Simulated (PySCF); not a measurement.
# The second ionisation energy along the halogens

All values are computed (PySCF 2.14, energy differences of UHF-based or UKS calculations, no spin-orbit coupling). Values in eV. The last column holds reference values (NIST; (s) semi-empirical, (t) theoretical, else measured). Unmarked ones compare directly (S terms, centres of terms, or small fine structure); those marked * lie between the lowest fine-structure levels and include a spin-orbit shift.

| element | configurations | UHF | MP2 (valence) | SCS-MP2 (valence) | CCSD (valence) | CCSD(T) (valence) | reference |
| --- | --- | --- | --- | --- | --- | --- | --- |
| F (cc-pVTZ-DK, spin-free X2C) | [He] 2s2 2p4 → [He] 2s2 2p3 | 33.379 | 34.582 | 34.682 | 34.615 | 34.639 | 34.950 |
| Cl (cc-pVTZ-DK, spin-free X2C) | [Ne] 3s2 3p4 → [Ne] 3s2 3p3 | 22.569 | 23.334 | 23.416 | 23.443 | 23.471 | 23.771 |
| Br (cc-pVTZ-DK, spin-free X2C) | [Ar] 3d10 4s2 4p4 → [Ar] 3d10 4s2 4p3 | 20.233 | 20.915 | 20.982 | 21.032 | 21.056 | 21.409 |

Question: Which of these methods has the smallest mean absolute error against the measured values here?

Answer: CCSD(T) (valence), with 0.321 eV.

| method | elements | mean error (eV) | mean absolute error (eV) | largest error (eV) |
| --- | --- | --- | --- | --- |
| UHF | 3 | -1.316 | 1.316 | -1.571 |
| MP2 (valence) | 3 | -0.433 | 0.433 | -0.494 |
| SCS-MP2 (valence) | 3 | -0.350 | 0.350 | -0.426 |
| CCSD (valence) | 3 | -0.347 | 0.347 | -0.377 |
| CCSD(T) (valence) | 3 | -0.321 | 0.321 | -0.353 |

Errors include the incompleteness of the basis and the frozen core.

"Valence" correlates the outer s and p shells and, in groups 3 to 12 and the f block, the outer d or f shell, open or full, or the next shell where the ion has no valence electron left; the wider scheme adds the next inner shell.
